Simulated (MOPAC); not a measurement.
MOPAC input (PM3):

```
PM3 PRECISE GNORM=0.05 LET XYZ GEO-OK AUX(PRECISION=9) THREADS=1
CS2

S    -0.00000000 1   -0.00000000 1   -1.55270800 1
C     0.00000000 1    0.00000000 1    0.00000000 1
S     0.00000000 1    0.00000000 1    1.55270800 1
```

From the output:

```
                                                       MOPAC v23.2.5 Linux

          FINAL HEAT OF FORMATION =         36.92425 KCAL/MOL =     154.49105 KJ/MOL

          COSMO AREA              =         97.28 SQUARE ANGSTROMS
          COSMO VOLUME            =         81.47 CUBIC ANGSTROMS

          GRADIENT NORM           =          0.00185          =       0.00107 PER ATOM
          IONIZATION POTENTIAL    =          9.826669 EV
          HOMO LUMO ENERGIES (EV) =         -9.827 -1.617
          NO. OF FILLED LEVELS    =          8
          MOLECULAR WEIGHT        =         76.1310         POINT GROUP:  D*h

          MOLECULAR DIMENSIONS (Angstroms)

            Atom       Atom       Distance
            S     3    S     1     2.96271
            S     3    S     1     0.00000
            S     3    C     2     0.00000

          SCF CALCULATIONS        =          7

   ATOM   CHEMICAL          X               Y               Z
  NUMBER   SYMBOL      (ANGSTROMS)     (ANGSTROMS)     (ANGSTROMS)

     1       S          0.00000000  *   0.00000000  *  -1.48135489  *
     2       C         -0.00000000  *  -0.00000000  *   0.00000028  *
     3       S         -0.00000000  *   0.00000000  *   1.48135472  *

                             CARTESIAN COORDINATES

   1    S        0.000000000     0.000000000    -1.481354893
   2    C       -0.000000000    -0.000000000     0.000000284
   3    S       -0.000000000     0.000000000     1.481354720

           Empirical Formula: C S2  =     3 atoms

      MOLECULAR POINT GROUP   :   D*h

                  EIGENVALUES
 -34.36162 -26.46570 -16.38305 -14.94961 -14.94961 -14.22114  -9.82667  -9.82667
  -1.61673  -1.61673  -0.87768   0.21261

              NET ATOMIC CHARGES AND DIPOLE CONTRIBUTIONS

  ATOM NO.   TYPE          CHARGE      No. of ELECS.   s-Pop       p-Pop
    1          S           0.179026        5.8210     1.91725     3.90373
    2          C          -0.358054        4.3581     1.27562     3.08243
    3          S           0.179027        5.8210     1.91725     3.90372
 DIPOLE           X         Y         Z       TOTAL
 POINT-CHG.    -0.000     0.000     0.000     0.000
 HYBRID         0.000     0.000    -0.000     0.000
 SUM            0.000     0.000     0.000     0.000

          ATOMIC ORBITAL ELECTRON POPULATIONS

     Atom    s        px        py        pz
    1  S   1.91725   1.51500   1.51500   0.87373
    2  C   1.27562   0.97001   0.97001   1.14241
    3  S   1.91725   1.51500   1.51500   0.87373

 **********************
 *                    *
 * JOB ENDED NORMALLY *
 *                    *
 **********************

 == MOPAC DONE ==
```

The geometry given is a B3LYP-D3(BJ)/def2-TZVP minimum.
